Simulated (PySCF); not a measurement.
BH2, SMILES [BH2] (connectivity only; charge and spin as stated), charge +1, multiplicity 1.

Geometry: PBE0-D3(BJ)/def2-TZVPD. The multiplicity is an assumed one; other spin states were not compared. The isomer is the one that the SMILES or the coordinates give; other isomers of the formula were not compared.

Two levels are set side by side: PBE/def2-TZVPD (PySCF) and r2SCAN/def2-TZVPD (PySCF). Same geometry, gas phase. Differences are taken from unrounded values.

```
quantity                     r2SCAN
---------------------------  ------
orbital gap (eV)               7.79
highest occupied level (eV)  -19.33
lowest empty level (eV)      -11.54
mean polarisability (bohr³)     9.7
```

### Question
What does PBE give, and how far is it from r2SCAN? (Estimate from the structure and the level; the computed values follow.)

### Answer

```csv
quantity,PBE,PBE minus r2SCAN
orbital gap (eV),6.84,-0.94
highest occupied level (eV),-18.95,0.38
lowest empty level (eV),-12.11,-0.57
mean polarisability (bohr³),9.8,0.1
```
